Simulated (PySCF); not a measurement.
C₂H₈BN, SMILES BN(C)C, singlet, PBE0/def2-SVP optimised geometry.

```
12

B      0.68    -1.03     0.00
H      0.04    -2.06     0.00
H      1.89    -1.03     0.00
N      0.00     0.18     0.00
C      0.67     1.46     0.00
C     -1.44     0.29     0.00
H      0.40     2.06    -0.89
H      0.40     2.06     0.89
H      1.76     1.32     0.00
H     -1.80     0.83     0.89
H     -1.80     0.84    -0.89
H     -1.89    -0.71     0.00
```

Density from PBE0/def2-TZVP in PySCF at that geometry.

Minimum of the electron density along straight lines between bonded atoms, close to the bond critical point (lines longer than 1.1 times the sum of covalent radii, or with two minima, are not listed):

```csv
bond,length / Å,ρ at the minimum / e bohr⁻³,∇²ρ there / e bohr⁻⁵,position (fraction from the first atom)
B1–H2,1.210,0.177,-0.33,0.43
B1–H3,1.210,0.177,-0.33,0.43
B1–N4,1.392,…,…,0.33
N4–C5,1.445,0.274,-0.75,0.60
N4–C6,1.445,0.274,-0.75,0.60
C5–H7,1.105,0.273,-0.93,0.64
C5–H8,1.105,0.273,-0.93,0.64
C5–H9,1.097,0.279,-0.97,0.65
C6–H10,1.105,0.273,-0.93,0.64
C6–H11,1.105,0.273,-0.93,0.64
C6–H12,1.097,0.279,-0.97,0.65
```

Problem. Some entries are withheld; supply them.

Solution. 
- B1–N4, ρ at the minimum / e bohr⁻³: 0.212
- B1–N4, ∇²ρ there / e bohr⁻⁵: 0.72
